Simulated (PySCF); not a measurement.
## MLi for M along the fourth-period p block

PBE with triple-zeta basis sets in PySCF, for the lowest determinant that a PBE0 search found; no spin–orbit coupling. De refers to high-spin ground-configuration atoms. A positive dipole means M(−)Li(+).

```
 M         basis  state (unpaired electrons)  Re (Å)  ωe (cm⁻¹)  De (eV)  μ (D)
As       pcseg-2              triplet (π ↑↑)   2.433        427     1.75   6.24
Se  x2c-TZVPPall               doublet (π ↑)   2.281        503     2.90   6.60
Br  x2c-TZVPPall      singlet (closed shell)   2.176        557     4.24   6.84
```

The shortest bond is that of LiBr (2.176 Å), the longest that of LiAs (2.433 Å). LiBr is bound most strongly (4.24 eV) and LiAs least (1.75 eV).

The rows differ in basis set, which adds steps of its own.

The state changes along the series, so neighbouring rows are not always alike in their bonding.

States were picked by a PBE0 search and need not be the measured ground states.
